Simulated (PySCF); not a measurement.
CH₇BO₂Si. Atoms are numbered in the order given.

```xyz
12

Si     0.7735    -0.3736    -0.7476
C      2.2593    -0.0323     0.3594
B     -0.9726     0.1442     0.1680
O     -0.8890     1.0075     1.2179
O     -2.2198    -0.2942    -0.1918
H      0.7354    -1.8227    -1.1487
H      0.9089     0.3932    -2.0333
H      2.2644     1.0276     0.6589
H      3.2112    -0.2561    -0.1462
H      2.2053    -0.6369     1.2783
H     -1.7665     1.2047     1.5823
H     -2.2094    -0.9140    -0.9303
```

Geometry optimised at r2SCAN-D4/def2-SVP. One conformer was computed; it need not be the lowest.

Vertical ionisation energy (IE) and electron affinity (EA) in eV. Rows of orbital energies are one-electron estimates. Where ΔSCF, EOM or ADC give a negative EA the extra electron is unbound and the value depends on the basis.

```json
[
 {"level": "−ε(HOMO), −ε(LUMO), PBE0/def2-TZVP (PySCF)", "IE": "7.98", "EA": "0.05"},
 {"level": "−ε(HOMO), −ε(LUMO), PBE/def2-TZVP (PySCF)", "IE": "6.69", "EA": "0.96"}
]
```
